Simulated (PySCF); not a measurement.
In(Cl)(Br)2, Br2ClIn, SMILES [In]([Br])([Cl])[Br] at its CAM-B3LYP/def2-SVP optimised geometry (Å):

```
4

In    -0.5874     0.0337     0.0000
Cl    -1.7217     2.0596     0.0000
Br    -1.8651    -2.0596     0.0032
Br     1.8651     0.0337     0.0000
```

Method: CAM-B3LYP/def2-TZVP, def2 effective core potentials past Kr run with PySCF 2.14.0. The core electrons that the potentials of In replace are not part of the density.

Map of the Laplacian of the electron density (e/bohr⁵) on the plane z = 1.5 Å:

```
|                           |
|                           |
|                           |
|                           |
|      .:::.                |
|     .:=+=-.               |
|     :=*%#=:.              |
|    .:+%@%+-.              |
|    .:=#%#+-.              |
|     .-+*+=:..  .....      |
|     ..-----:...:---:.     |
|      ..:--=-:::-+**=:.    |
|       .:-=*+=--+#%%*-.    |
|       .:-+#*=-=+%@@#=:    |
|       .:-=++---+#%%*-.    |
|     ..::----:::-=++=:.    |
|    ..:-==--:...::--:.     |
|    .-=**+=:..  .....      |
|    :=*%%#+-.              |
|    :=#@@%+:.              |
|    .-*%%*=:.              |
|    .:=++=-.               |
|     .:--:..               |
|      ....                 |
|                           |
|                           |
|                           |
```
Scale: ten equal steps from 0.000 (start of ' ') to 0.035 (end of '@'), in the order ' .:-=+*#%@'; x runs from -4.50 to 4.50, y from -4.50 (bottom) to 4.50 (top).
